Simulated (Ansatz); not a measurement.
AlMe2(sacsac) (C₇H₁₃AlS₂). Total charge 0; singlet. Geometry PBE-D4/def2-SVP.

```xyz
23

Al   -0.133    1.178   -1.380
C     1.661    0.564   -1.926
H     2.071   -0.212   -1.246
H     2.388    1.406   -1.942
H     1.647    0.131   -2.950
C    -1.148    2.545   -2.372
H    -2.140    2.759   -1.924
H    -1.319    2.232   -3.425
H    -0.590    3.505   -2.416
S    -0.086    1.765    0.890
C     0.281    0.290    1.688
C     0.918    0.471    3.044
C     0.010   -1.025    1.269
C    -0.811   -1.539    0.240
C    -1.169   -3.003    0.333
S    -1.503   -0.715   -1.087
H     0.852   -0.442    3.666
H     1.990    0.733    2.919
H     0.452    1.320    3.583
H     0.351   -1.795    1.982
H    -1.428   -3.296    1.371
H    -0.291   -3.614    0.030
H    -2.004   -3.258   -0.345
```

LC-ωPBE has ω = 0.4 bohr⁻¹. Single mean-field runs in def2-TZVP are fitted with def2-universal-jkfit.

Question: Estimate the orbital energies around the gap (eV) in Ansatz with PBE-D4/def2-SVP, PBE-D4/def2-TZVP, r2SCAN-D4/def2-TZVP, PBE0-D4/def2-SVP, LC-ωPBE/def2-TZVP.

Answer: 
```csv
orbital,PBE-D4/def2-SVP,PBE-D4/def2-TZVP,r2SCAN-D4/def2-TZVP,PBE0-D4/def2-SVP,LC-ωPBE/def2-TZVP
HOMO−13,-9.64,-9.67,-10.06,-11.24,-14.12
HOMO−12,-9.31,-9.37,-9.75,-10.86,-13.75
HOMO−11,-9.23,-9.27,-9.60,-10.74,-13.68
HOMO−10,-8.89,-8.99,-9.34,-10.41,-13.42
HOMO−9,-8.80,-8.89,-9.24,-10.30,-13.31
HOMO−8,-8.79,-8.88,-9.22,-10.29,-13.26
HOMO−7,-8.65,-8.75,-9.10,-10.15,-13.12
HOMO−6,-8.39,-8.47,-8.80,-9.83,-12.73
HOMO−5,-7.87,-7.94,-8.23,-9.26,-12.14
HOMO−4,-7.27,-7.33,-7.62,-8.49,-11.16
HOMO−3,-6.53,-6.60,-6.86,-7.81,-10.54
HOMO−2,-6.14,-6.21,-6.45,-7.38,-10.10
HOMO−1,-6.00,-6.08,-6.32,-7.20,-9.82
HOMO,-5.56,-5.66,-5.88,-6.64,-9.07
LUMO,-3.49,-3.60,-3.57,-2.88,-1.10
LUMO+1,-0.60,-0.85,-0.61,0.39,2.35
LUMO+2,0.34,-0.09,0.25,1.21,2.82
LUMO+3,0.65,0.08,0.55,1.52,2.98
LUMO+4,0.69,0.24,0.72,1.60,3.43
LUMO+5,1.17,0.64,1.30,2.03,3.51
```
